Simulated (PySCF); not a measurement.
Do core-level shifts follow atomic charges?

Species: C3H5ClSSi.
Geometry (GFN2-xTB, Å), atoms numbered from 1 in this order:
```xyz
11
C3H5ClSSi angstrom
Si    -1.5172    0.0327   -0.3961
C      0.3321    0.3255   -0.0326
C      0.7207    1.5461    0.1559
S      1.0432    3.0650    0.2851
C      1.1794   -0.8812    0.1494
Cl     0.8466   -1.6545    1.7468
H     -1.5344   -0.8762   -1.5457
H     -2.1327    1.3170   -0.7100
H     -2.1300   -0.5901    0.7751
H      2.2419   -0.6408    0.1440
H      0.9557   -1.6410   -0.5980
```

Binding energies: delta-SCF UKS SCAN, pcX-2 on the ionised atom, pcseg-1 elsewhere, spin-free X2C in PySCF. Charges: PBE0/pcSseg-1 ground-state density, for the ionised atom.

```tsv
atom	environment	C 1s (eV)	Mulliken (e)	IAO (e)	Hirshfeld (e)	ESP (e)
C2	outer carbon of cumulated double bonds	290.41	-0.570	-0.378	-0.135	-0.105
C3	central carbon of cumulated double bonds	292.09	+0.071	-0.048	+0.029	-0.024
C5	sp3 C–Cl carbon	292.58	-0.126	-0.219	-0.024	-0.339
```

Question: Give the correlation coefficient and slope of binding energy on charge for each scheme.

Answer: Mulliken: r = 0.87, slope 3.0 eV per e; Hirshfeld: r = 0.86, slope 11.7 eV per e; IAO: r = 0.72, slope 5.0 eV per e; ESP: r = -0.47, slope -3.3 eV per e. On 3 points no scheme stands out.

Question: The point-charge model writes a binding energy as kq + V + constant, with V the potential of the other atoms' charges at the site. What does it give with the IAO charges?

Answer: V = Σ 14.40 eV Å × q/r over all other atoms: +2.69 eV at C2, -1.38 eV at C3, +1.91 eV at C5. Fitting binding energy − V to q gives k = 17.4 eV per e and leaves an rms residual of 0.09 eV, against 0.64 eV for the fit on q alone. The model has no term for differences in relaxation between sites.

Spin contamination (⟨S²⟩ against 0.75 for a pure doublet) is marked for C 1s of C3 (0.91), which makes this value less certain. The structure is a single GFN2-xTB conformer in the gas phase; no vibrational or solvent corrections.
